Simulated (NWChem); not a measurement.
System: ethylenediamine (C2H8N2); SMILES C(N)CN

```xyz
12

N     -0.1745     1.8645    -0.0602
C      0.5059     0.5733    -0.0293
C     -0.5059    -0.5733    -0.0293
N      0.1745    -1.8645    -0.0602
H      0.5138     2.6228    -0.1381
H     -0.6561     2.0239     0.8352
H      1.2042     0.4260     0.8398
H      1.1343     0.4722    -0.9394
H     -1.1343    -0.4722    -0.9394
H     -1.2042    -0.4260     0.8398
H     -0.5138    -2.6228    -0.1381
H      0.6561    -2.0239     0.8352
```
Atoms are numbered in this order, from 1.

Results from NWChem. Pople sets run with spherical d functions. Medium grid unless said otherwise, to which SCAN and Minnesota functionals are sensitive. Geometry: optimised at PBE-D3(BJ)/def2-SVP. Hybrids' shares of exact exchange are those that their runs print; pure functionals count as 0. The functionals differ in more than this share.

```csv
row,share of exact exchange,orbital gap (eV)
PBE/6-31G*,0.00,6.43
r2SCAN/6-31G*,0.00,7.43
B3LYP/6-31G*,0.20,8.41
PBE0/6-31G*,0.25,9.08
PW6B95/6-31G*,0.28,9.23
M05-2X/6-31G*,0.56,withheld
```

Problem. Fit a straight line of the last column on the one before it, predict the withheld value, and compare with the run.

Solution. 
1. Means of the 5 shown rows: x = 0.146, y = 8.116. Slope Σ(x − x̄)(y − ȳ)/Σ(x − x̄)² = 0.6117/0.07432 = 8.231; intercept 6.914.
2. The shown rows scatter about the line by 0.327 (root mean square); the largest residual is +0.52, at r2SCAN/6-31G*.
3. At x = 0.56 (M05-2X/6-31G*; beyond the shown range) the line gives 11.52.
4. The run gives 11.74, +0.22 from the line, 0.7 times the scatter.
